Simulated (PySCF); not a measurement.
Spinor energies of Gd⁺ (gadolinium, charge +1)

Start: [Xe] 4f7 5d1 6s1; 4f5/2 filled at m_j = -5/2, -3/2, -1/2, +1/2, +3/2, +5/2; 4f7/2 filled at m_j = +7/2; 5d3/2 filled at m_j = -3/2; 6s1/2 filled at m_j = +1/2. Calculated with PySCF 2.14 in x2c-TZVPall-2c with one added diffuse shell each of s, p, d, f type (12s12p11d5f1g, 147 functions): generalised Hartree-Fock with the X2C-1e Hamiltonian and a Gaussian nucleus; one run each with spin-orbit coupling (SO) switched off, then screened by Boettger's factors.

```
spinor shell  electrons  ε, spin-free (eV)  ε, screened SO (eV)  weight of nominal j (screened SO)  rms radius, screened SO (bohr)
       1s1/2          2           -50502.8             -50493.3                              1.000                          0.0249
       2s1/2          2            -8464.6              -8461.6                              1.000                           0.101
       2p1/2          2            -7528.1              -8018.5                              1.000                          0.0864
       2p3/2          4            -7528.1              -7318.0                              1.000                          0.0928
       3s1/2          2            -1931.7              -1930.8                              1.000                           0.260
       3p1/2          2            -1635.6              -1738.2                              1.000                           0.252
       3p3/2          4            -1635.6              -1591.1                              1.000                           0.265
       3d3/2          4            -1243.4              -1262.3                              0.994                           0.237
       4s1/2          2            -417.03              -416.71                              1.000                           0.588
       4p1/2          2            -316.77              -341.14                              0.965                           0.605
       4p3/2          4            -316.77              -305.97                              0.983                           0.633
       4d3/2          4            -174.73              -180.81                              0.724                           0.684
       4d5/2          6            -174.73              -170.38                              0.816                           0.690
       5s1/2          2            -66.818              -66.720                              1.000                            1.44
       5p1/2          2            -39.794              -44.257                              0.856                            1.62
       5p3/2          4            -39.794              -37.695                              0.928                            1.71
       4f5/2          6            -29.041              -28.987                              0.551                           0.926
       4f7/2          1            -29.041              -28.293                              1.000                           0.923
       5d3/2          1            -12.882              -12.994                              0.859                            2.69
       6s1/2          1            -11.482              -11.460                              0.997                            4.03
```

Where does 3d5/2 lie, and what is the 3d spin-orbit splitting (screened SO)?

At -1230.0 eV, 32.339 eV above 3d3/2.

```
   quantity     spin-free   screened SO
E (hartree)  -11263.41124  -11270.73115
        M_J           5/2           5/2
       ⟨J²⟩        12.778        12.479
       ⟨L²⟩         6.024         6.051
       ⟨S²⟩        24.754        24.589
```

The determinant has a definite M_J but mixes levels of different J.

Each row is a mean over spinors that exchange with the open shell spreads, by up to 19.517 eV (4d5/2).

Rows whose weight is well below 1 are mixtures of j = l ± 1/2: exchange outweighs spin-orbit coupling there, and the label is only the starting occupation.

Breit and QED terms are absent; they matter most for the inner s and p1/2 levels.

Densities and radii are taken from the X2C orbitals without a picture-change correction, which distorts them close to the nucleus.

Without spin-orbit coupling the j labels of p, d and f shells carry no meaning; the spin-free column gives the mean over the occupied spinors of each nl shell, and its ⟨J²⟩ belongs to a mixture of degenerate components.
